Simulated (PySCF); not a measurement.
AlH3O. Atoms are numbered in the order given.

```xyz
5

Al     0.0000     0.0000     0.5970
H      0.0000     1.3870     1.3564
H      0.0000    -1.3870     1.3564
O      0.0000     0.0000    -1.0588
H      0.0000     0.0000    -2.0031
```

Geometry: PBE0-D3(BJ)/def2-TZVP. The geometry has at least one imaginary mode, so it is a saddle point at that level.

Computed with C-PCM-PBE0/def2-TZVPD run with PySCF.

The values are the electrostatic part of the solvation free energy, E(continuum) − E(gas) at the gas-phase geometry, in a cavity of scaled van der Waals radii (PySCF's table); cavitation and dispersion terms are not included. A continuum can't describe solvent molecules that bind to the metal. In vacuum the orbital gap is 7.14 eV. The dipole moment in vacuum is 1.05 D.

Computed values in water (ε = 78.36), n-hexane (ε = 1.88), acetone (ε = 20.49):
| solvent | ε | ΔG(elec) (kcal/mol) | dipole (D) | gap (eV) |
|---|---|---|---|---|
| water | 78.36 | -5.2 | 1.24 | 7.52 |
| n-hexane | 1.88 | -2.4 | 1.13 | 7.31 |
| acetone | 20.49 | -5.0 | 1.23 | 7.51 |
